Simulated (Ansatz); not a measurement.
`FB[SiH]1C[SiH2]1` + H₂S → `S[SiH]1C[SiH2]1` + `BF` at 500 K and 1 bar (cleavage of the Si–B bond).

Gas-phase electronic energies from Ansatz, PBE0-D4/def2-TZVP geometries. CBS: MP2 limit from def2 TZ/QZ plus the TZ coupled-cluster correction, frozen cores. This one scheme is used for every species. Each species was taken in one conformer, which may not be the lowest.

```csv
species,CCSD(T)/CBS energy (Eh),H − E (kJ/mol),S (J/(mol·K))
`FB[SiH]1C[SiH2]1`,-744.40562,227.0,432.3
H₂S,-398.97279,57.0,224.0
`S[SiH]1C[SiH2]1`,-1017.58297,207.5,407.7
`BF`,-125.82039,77.9,244.4
```

H − E and S are ideal-gas, rigid-rotor, harmonic terms from PBE0-D4/def2-TZVP, for one conformer and one mirror image of each species. 1 Eh = 2625.50 kJ/mol, R = 8.31446 J/(mol·K).

By hand: ΔE, ΔH, ΔS and ΔG.

ΔE = (-1017.58297) + (-125.82039) − (-744.40562) − (-398.97279) = -0.02495 Eh = -65.5 kJ/mol. Δ(H − E) = 207.5 + 77.9 − 227.0 − 57.0 = 1.4, so ΔH = -64.1 kJ/mol. ΔS = 407.7 + 244.4 − 432.3 − 224.0 = -4.2 J/(mol·K). ΔG = -64.1 − 500 × (-4.2)/1000 = -62.0 kJ/mol.

By hand: the equilibrium constant, and the temperature at which ΔG would vanish if ΔH and ΔS stayed fixed.

log₁₀ K = −ΔG/(RT ln 10) = 6.5. ΔG = 0 at ΔH/ΔS = 15262 K, far beyond where these terms or the molecules hold.

The number of gas molecules stays the same, so ΔS is small and ΔH decides. A doubt of 5 kJ/mol in ΔE shifts log₁₀ K by 0.5 here. Other conformers and mirror images would add mixing entropy, several J/(mol·K) or more a flexible species. These are equilibria of isolated gas molecules and say nothing of rates. Largest T1 diagnostic: 0.015 (customary marks: 0.02 for closed shells, 0.045 for open ones).
